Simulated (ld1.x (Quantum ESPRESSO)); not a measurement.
## calcium PAW: all-electron and pseudo phase curves

* Element: calcium (Ca)
* Generator: ld1.x (Quantum ESPRESSO) 7.5
* Type: PAW
* Functional: PW91
* Relativity: scalar-relativistic
* Frozen core: [Ne]
* Valence charge: 10
* Reference configuration: 3s2 3p6 3d1 4s1 4p0
* Partial waves: 3s (bound): rcut 1.95, rcutus 2.30 bohr; 4s (bound): rcut 1.95, rcutus 2.30 bohr; 3p (bound): rcut 2.30, rcutus 2.65 bohr; 4p (bound, empty): rcut 2.30, rcutus 2.65 bohr; 3d (bound): rcut 1.90, rcutus 2.50 bohr; 3d channel at 0.25 Ry: rcut 1.90, rcutus 2.50 bohr; 4f channel at 0.05 Ry: rcut 1.80, rcutus 2.25 bohr
* Local potential: all-electron potential smoothed inside 2.40 bohr (lloc = -2)
* Core correction: Bessel-smoothed model core inside 2.10 bohr
* Augmentation charge: PSQ, inside the norm-conserving radii

The phase is arctan(r·u′/u) with u = r·R(r), unwrapped; energies in Ry, scanned from -5 to 5 Ry. A pole is an energy at which the radial function vanishes at the test radius. The pseudo phase is shifted by a multiple of π to meet the all-electron one at the reference energy, and phase errors are pseudo minus all-electron; the curves can meet again beyond the range given. Levels narrower than the energy grid can be missing from the lists of poles.

```json
{"channel": "s", "radius (bohr)": "2.89", "reference energy (Ry)": "-0.25", "poles, all-electron": "-3.26, 2.23", "poles, pseudo": "-3.26, 2.19", "unbroken range about the reference energy with phases within 0.05 rad": "below 4.3", "phase error 1 Ry above the reference energy (rad)": "-0.001"}
{"channel": "p", "radius (bohr)": "2.89", "reference energy (Ry)": "-0.09", "poles, all-electron": "-1.83, 3.02", "poles, pseudo": "-1.83, 3.02", "unbroken range about the reference energy with phases within 0.05 rad": "the whole range", "phase error 1 Ry above the reference energy (rad)": "-0.002"}
{"channel": "d", "radius (bohr)": "2.89", "reference energy (Ry)": "-0.06", "poles, all-electron": "0.35, 4.19", "poles, pseudo": "0.35, 4.26", "unbroken range about the reference energy with phases within 0.05 rad": "below 1.9", "phase error 1 Ry above the reference energy (rad)": "+0.001"}
{"channel": "f", "radius (bohr)": "2.89", "reference energy (Ry)": "0.05", "poles, all-electron": "3.71", "poles, pseudo": "3.80", "unbroken range about the reference energy with phases within 0.05 rad": "the whole range", "phase error 1 Ry above the reference energy (rad)": "+0.001"}
```

Phases in the s channel:

| E (Ry) | all-electron | pseudo |
| --- | --- | --- |
| -5.00 | 1.400 | 1.400 |
| -4.74 | 1.393 | 1.393 |
| -4.48 | 1.386 | 1.386 |
| -4.22 | 1.377 | 1.377 |
| -3.96 | 1.364 | 1.364 |
| -3.70 | 1.343 | 1.343 |
| -3.44 | 1.260 | 1.259 |
| -3.18 | -1.695 | -1.695 |
| -2.92 | -1.763 | -1.763 |
| -2.66 | -1.788 | -1.788 |
| -2.40 | -1.809 | -1.809 |
| -2.14 | -1.830 | -1.830 |
| -1.88 | -1.855 | -1.855 |
| -1.62 | -1.885 | -1.886 |
| -1.36 | -1.925 | -1.925 |
| -1.10 | -1.979 | -1.979 |
| -0.84 | -2.058 | -2.058 |
| -0.58 | -2.185 | -2.185 |
| -0.32 | -2.414 | -2.414 |
| -0.06 | -2.864 | -2.864 |
| 0.20 | -3.546 | -3.547 |
| 0.46 | -4.055 | -4.056 |
| 0.72 | -4.316 | -4.318 |
| 0.98 | -4.459 | -4.461 |
| 1.24 | -4.547 | -4.549 |
| 1.50 | -4.608 | -4.610 |
| 1.76 | -4.652 | -4.655 |
| 2.02 | -4.688 | -4.691 |
| 2.28 | -4.718 | -4.722 |
| 2.54 | -4.745 | -4.750 |
| 2.80 | -4.771 | -4.776 |
| 3.06 | -4.795 | -4.803 |
| 3.32 | -4.821 | -4.832 |
| 3.58 | -4.849 | -4.864 |
| 3.84 | -4.882 | -4.904 |
| 4.10 | -4.922 | -4.956 |
| 4.36 | -4.975 | -5.031 |
| 4.62 | -5.051 | -5.155 |
| 4.88 | -5.172 | -5.397 |
